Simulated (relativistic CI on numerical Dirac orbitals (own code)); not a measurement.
A reference radial Dirac CI calculation of Se+ gave the lowest total energy -2426.33330 Ha in 22 SCF steps, from this input:

```
atom Se  Z=34  charge=1  electrons=33
nucleus A=80  rms_radius_fm=4.1400
hamiltonian dirac-coulomb  breit=on  qed=on  c_scale=1
orbitals kli  potential=per-configuration
slater_scale 1
correlation none
mixing on
grid step=0.0125 r_max=74.5
scf mixing=0.4 start=green max_iterations=150 tolerance=2e-08 node_fill=0.05
configurations
  [Ar] 3d10 4s2 4p3
  [Ar] 3d10 4s 4p4
end
```

One setting was then changed (and the iteration limit cut to 91), and the output read:

```
SCF 1: [Ar] 3d10 4s2 4p3
 iter      energy (Ha)   residual   last orbital (Ha)
    1     -2420.060079   1.78e+00     -1.17945
    2     -2427.648918   4.54e-01     -0.79702
    3     -2428.179120   7.72e-02     -0.70297
    4     -2428.202581   6.79e-02     -0.72880
    5     -2428.208292   9.81e-03     -0.71979
    6     -2428.209058   9.98e-04     -0.72467
    7     -2428.209062   7.19e-04     -0.72442
    8     -2428.209016   1.63e-04     -0.72428
    9     -2428.209026   4.10e-06     -0.72430
   10     -2428.209026   4.62e-07     -0.72430
   11     -2428.209026   8.26e-09     -0.72430
SCF 2: [Ar] 3d10 4s 4p4
 iter      energy (Ha)   residual   last orbital (Ha)
    1     -2419.668605   1.77e+00     -1.17945
    2     -2427.208305   4.40e-01     -0.79107
    3     -2427.723162   7.97e-02     -0.69990
    4     -2427.743602   7.33e-02     -0.73028
    5     -2427.750418   5.10e-03     -0.71965
    6     -2427.750807   6.15e-04     -0.72286
    7     -2427.750808   4.46e-04     -0.72276
    8     -2427.750782   1.23e-04     -0.72263
    9     -2427.750789   3.60e-06     -0.72266
   10     -2427.750789   6.18e-07     -0.72266
   11     -2427.750789   3.45e-09     -0.72266
orbital energies (Ha): 3s -8.4826  3p1/2 -6.3943  3p3/2 -6.1798  3d3/2 -2.5797  3d5/2 -2.5470  4s -1.1438  4p1/2 -0.7397  4p3/2 -0.7243
configuration averages (Ha): Dirac-Coulomb, Breit, QED
  4s2 4p3                      -2428.209026    1.169695    0.785974
  4s 4p4                       -2427.750789    1.169637    0.785370
levels: no., configuration, term, J, E (cm-1), weight
   1 4s2 4p3                4S*  3/2              0.0  1.00
   2 4s 4p4                 4P   5/2          45928.5  1.00
   3 4s 4p4                 4P   3/2          47614.1  1.00
   4 4s 4p4                 4P   1/2          48596.7  1.00
   5 4s2 4p3                2D*  3/2          86712.6  1.00
   6 4s2 4p3                2D*  5/2          86996.4  1.00
   7 4s2 4p3                2P*  1/2         144508.1  1.00
   8 4s2 4p3                2P*  3/2         145201.0  1.00
   9 4s 4p4                 2D   3/2         215370.8  1.00
  10 4s 4p4                 2D   5/2         217347.3  1.00
  11 4s 4p4                 2S   1/2         304116.2  1.00
  12 4s 4p4                 2P   3/2         379539.7  1.00
  13 4s 4p4                 2P   1/2         382777.1  1.00
lowest total energy -2426.649454 Ha
end: converged
```

(1) Which setting was changed?
A. Slater scale
B. charge
C. configuration list
D. QED terms

## Answers

(1) A. The Slater scale 5. This setting is bad on purpose; its numbers may not be properties of the ion.
